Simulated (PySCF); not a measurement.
## Gas-phase XPS of `C=CC[C@@H](F)C(=O)NC`, computed

Compound: C₆H₁₀FNO.
Structure used (PBE0-D3(BJ)/def2-SVP), in Å, numbered top down from 1:
```
atom  x, y, z in Å
C1     3.7143    0.2348   -0.1237
C2     2.5459    0.0575   -0.7406
C3     1.2786   -0.3449   -0.0564
C4     0.1499    0.6479   -0.2608
F5    -0.1845    0.7143   -1.6060
C6    -1.0679    0.2776    0.5787
O7    -0.9565    0.1284    1.7807
N8    -2.2146    0.1474   -0.1202
C9    -3.4647   -0.1908    0.5030
H10    3.8155    0.0843    0.9562
H11    4.6122    0.5306   -0.6727
H12    2.4764    0.2179   -1.8232
H13    0.9304   -1.3215   -0.4388
H14    1.4232   -0.4516    1.0288
H15    0.4691    1.6580    0.0492
H16   -2.1613    0.2926   -1.1202
H17   -3.8587   -1.1492    0.1280
H18   -3.2818   -0.2827    1.5817
H19   -4.2241    0.5898    0.3363
```

Theory: delta-SCF UKS SCAN, pcX-2 on the ionised atom, pcseg-1 elsewhere, spin-free X2C (PySCF 2.14.0). Each binding energy is the total energy of the core-ionised species, with the hole localised on one atom, minus that of the ground state; both are solved self-consistently, so orbital relaxation is included.

**Question.** Give the core binding energies atom by atom.

**Answer.** 
```tsv
atom(s)	bonded to	level	binding energy (eV)	above the level's lowest (eV)	count
C1	C (double bond) and 2 H	C 1s	290.27	0.00	1
C2	C (double bond), C and H	C 1s	290.65	+0.38	1
C3	2 C and 2 H	C 1s	291.00	+0.73	1
C4	F, 2 C and H	C 1s	293.11	+2.84	1
F5	C	F 1s	692.62	0.00	1
C6	O (double bond), N and C	C 1s	293.58	+3.31	1
O7	C (double bond)	O 1s	536.94	0.00	1
N8	2 C and H	N 1s	405.94	0.00	1
C9	N and 3 H	C 1s	292.03	+1.76	1
```

The listed C 1s values span 3.31 eV, from C1 (bonded to C (double bond) and 2 H) to C6 (bonded to O (double bond), N and C). The widest gap between neighbouring values is 1.08 eV, between 292.03 and 293.11 eV. Summing the Pauling electronegativity differences to the bonded atoms, each weighted by its formal bond order, gives -0.70 for the lowest site and +2.27 for the highest; no listed site has a larger sum than the highest.

**Question.** Which photon energy gives electrons from C 1s of C3 a kinetic energy of 50 eV, and what is their de Broglie wavelength?

**Answer.** hν = 291.00 + 50 = 341.00 eV, recoil neglected; λ = 12.264 Å/√(E/eV) = 1.73 Å.

**Question.** Which photon wavelength matches the C 1s of C3 threshold?

**Answer.** λ = hc/E = 12398.42 eV Å / 291.00 eV = 42.606 Å.

One conformer (not necessarily the lowest) at the PBE0-D3(BJ)/def2-SVP geometry, without solvent, vibrations or thermal averaging.
